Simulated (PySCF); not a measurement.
**Radial density of Kr (krypton, neutral)**

UHF, [Kr], closed-shell 1S. All numbers are calculated (PySCF 2.14, no relativity, point nucleus, in def2-SVP).

```csv
r (bohr),4πr²ρ (e/bohr)
0.000777,0.2269
0.00131,0.6269
0.00220,1.675
0.00370,4.231
0.00622,10.02
0.0105,20.88
0.0176,35.68
0.0296,44.16
0.0498,38.25
0.0837,41.34
0.141,52.77
0.237,32.38
0.398,36.58
0.670,21.50
1.13,5.902
1.90,4.358
3.19,0.8202
5.36,0.006270
```
